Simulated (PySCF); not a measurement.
H6Mo, SMILES [MoH6-], charge -1, multiplicity 2.

Geometry optimised at r2SCAN-D4/def2-TZVPD. The geometry has at least one imaginary mode, so it is a saddle point at that level. The spin state was assumed, not searched. The def2 effective core potentials stand for the cores of Mo; spin–orbit coupling is left out.

All values below come from r2SCAN-D4/def2-TZVPD run with PySCF.

Frequencies are harmonic and unscaled.

```tsv
mode	ν (cm⁻¹)	IR (km/mol)	moving atoms (share of kinetic energy)
1	421i	0.0	H 100 %
2	362i	23.6	H 98 %
3	64i	160.2	H 100 %
4	97	155.4	H 97 %
5	643	91.1	H 99 %
6	847	0.0	H 100 %
7	876	155.2	H 100 %
8	920	6.3	H 99 %
9	1065	114.9	H 99 %
10	1504	790.3	H 97 %
11	1599	240.9	H 100 %
12	1887	0.0	H 100 %
13	1901	430.3	H 98 %
14	1932	122.3	H 100 %
15	1970	121.6	H 98 %
```
